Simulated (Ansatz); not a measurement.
Basis sets compared for Cs₃I₂. Charge 0, multiplicity 2. Geometry PBE-D4/def2-SVP. Ansatz on 4 threads of Arm Neoverse V2 on a shared host; times are rough, and most runs start from earlier orbitals.

```csv
atom,x (Å),y (Å),z (Å)
Cs1,3.575,-0.448,0.424
Cs2,-0.567,0.265,3.574
Cs3,-1.724,0.115,-2.293
I4,-3.113,0.449,1.025
I5,1.828,-0.380,-2.731
```

In the def2 sets Cs, I take a core potential; there is no spin–orbit coupling. Another isomer (doublet) lies 0.21 eV lower at PBE0-D4/def2-TZVP; other spin states weren't run for this one.

Binding counts from free atoms (Cs doublet, I doublet) in the same basis, without a counterpoise term.

| level | functions | energy (Eh) | HOMO (eV) | LUMO (eV) | binding per atom (eV) | wall time |
| --- | --- | --- | --- | --- | --- | --- |
| PBE-D4/def2-SVP | 124 | -656.0758 | -2.35 | -1.91 | 1.76 | 5.5 s |
| PBE0-D4/def2-SVP | 124 | -656.1159 | -2.72 | -1.37 | 1.78 | 8.5 s |

**Question.** Estimate the rows for PBE-D4/def2-TZVP (with forces), PBE0-D4/def2-TZVP.

**Answer.** 
```csv
level,functions,energy (Eh),HOMO (eV),LUMO (eV),binding per atom (eV),wall time
PBE-D4/def2-TZVP (with forces),187,-656.0962,-2.34,-1.88,1.76,8.5 s
PBE0-D4/def2-TZVP,187,-656.1338,-2.72,-1.33,1.78,12 s
```
